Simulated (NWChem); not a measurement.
# GaCl, singlet; SMILES [Cl][Ga]

Results from NWChem. Pople sets run with spherical d functions. Low-valent species are run as closed-shell singlets; no triplet was tried in these runs. All runs use the structure optimised with B3LYP/6-31G* (spherical d). Vertical excitations in the gas phase; the lowest state need not have the same character in each row.

```csv
level,"lowest excitation, singlet (eV)",oscillator strength of that lowest state,orbital gap (eV)
"PBE/6-31G*, full TDDFT",…,…,…
"B3LYP/6-31G*, full TDDFT",4.80,0.087,5.43
"LRC-wPBEh/6-31G*, full TDDFT",4.88,0.113,9.17
```

**Question.** What belongs in the gaps?

**Answer.** 
- PBE/6-31G*, full TDDFT, lowest excitation, singlet (eV): 4.69
- PBE/6-31G*, full TDDFT, oscillator strength of that lowest state: 0.076
- PBE/6-31G*, full TDDFT, orbital gap (eV): 4.11
